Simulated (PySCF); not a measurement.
Ligand exchange on a metal centre used in film growth or etching (Hf NH2-H). Gas-phase values, no solvent. One relaxed conformer stands for each flexible species; it need not be the lowest.

Calculation: PySCF 2.14.0 with PBE-D3(BJ)/def2-TZVP // r2SCAN-D4/def2-SVP. 

```csv
species,HOMO (eV),charge on the central atom (Mulliken) (e),mean distance from the central atom to its bonded neighbours (Å),LUMO (eV)
1 of 4 NH2 replaced by H,-5.74,1.05,1.998,-0.77
2 of 4 NH2 replaced by H,-6.10,0.90,(withheld),-1.72
3 of 4 NH2 replaced by H ([Hf(NH2)(H)3]),(withheld),(withheld),(withheld),-2.49
4 of 4 NH2 replaced by H ([Hf(H)4]),-7.12,0.69,1.847,-3.07
```

Problem. Complete the blanks.

Solution. 
- 2 of 4 NH2 replaced by H, mean distance from the central atom to its bonded neighbours (Å): 1.947
- 3 of 4 NH2 replaced by H ([Hf(NH2)(H)3]), HOMO (eV): -6.50
- 3 of 4 NH2 replaced by H ([Hf(NH2)(H)3]), charge on the central atom (Mulliken) (e): 0.78
- 3 of 4 NH2 replaced by H ([Hf(NH2)(H)3]), mean distance from the central atom to its bonded neighbours (Å): 1.897
